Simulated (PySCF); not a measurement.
CuI₂, charge +1, multiplicity 3. Atoms are numbered in the order given.

```xyz
3

Cu     0.0000     0.0000     0.0000
I      0.0000     0.0000    -2.4135
I      0.0000     0.0000     2.4135
```
Charge +1, spin multiplicity 3.

Geometry: PBE-D3(BJ)/def2-SVP. The multiplicity is an assumed one; other spin states were not compared. The def2 effective core potentials stand for the cores of I; spin–orbit coupling is left out.

Level of theory: PBE-D3(BJ)/def2-SVP in PySCF.

Frequencies are harmonic and unscaled.

Modes within 1.5 cm⁻¹ of each other (mostly degenerate sets) share a row, with their intensities summed.

```json
[
 {"mode": "1–2", "ν (cm⁻¹)": "48", "IR (km/mol)": "1.6", "moving atoms (share of kinetic energy)": "Cu 80 %, I 20 %"},
 {"mode": "3", "ν (cm⁻¹)": "141", "IR (km/mol)": "0.0", "moving atoms (share of kinetic energy)": "I 100 %"},
 {"mode": "4", "ν (cm⁻¹)": "309", "IR (km/mol)": "0.5", "moving atoms (share of kinetic energy)": "Cu 80 %, I 20 %"}
]
```
